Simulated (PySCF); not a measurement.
CClF, SMILES F[C]Cl (connectivity only; charge and spin as stated), neutral, multiplicity 1.

Geometry optimised at r2SCAN-D4/def2-TZVP. The isomer is the one that the SMILES or the coordinates give; other isomers of the formula were not compared.

Vertical ionisation energy (IE) and electron affinity (EA) in eV. Rows of orbital energies are one-electron estimates. Where ΔSCF, EOM or ADC give a negative EA the extra electron is unbound and the value depends on the basis.

| level | IE | EA |
|---|---|---|
| −ε(HOMO), −ε(LUMO), PBE0/def2-TZVPD (PySCF) | 8.24 | 3.06 |
| −ε(HOMO), −ε(LUMO), r2SCAN/def2-TZVPD (PySCF) | 7.10 | 3.98 |
